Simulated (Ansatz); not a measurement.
Ansatz (an electronic-structure program) input:

Ansatz 0.2 input:
```yaml
crystal:
  periodic: [false, false, false]
  atoms:
    - {symbol: Ba, position_ang: [-0.00000000, -0.00000000, -0.28999881]}
    - {symbol: F, position_ang: [0.00000000, 0.00000000, 1.80443702]}
basis:
  gaussian:
    orbitals: def2-TZVP
hamiltonian:
  xc: b3lyp
  dispersion: d3bj
total_charge: 1
phonons: {temperatures: {t_min: 298.15, t_max: 298.15, t_step: 100}}
```

### Question
Predict the final energy.

### Answer
-125.27484 Eh (B3LYP-D3(BJ)/def2-TZVP). The basis has 71 functions.
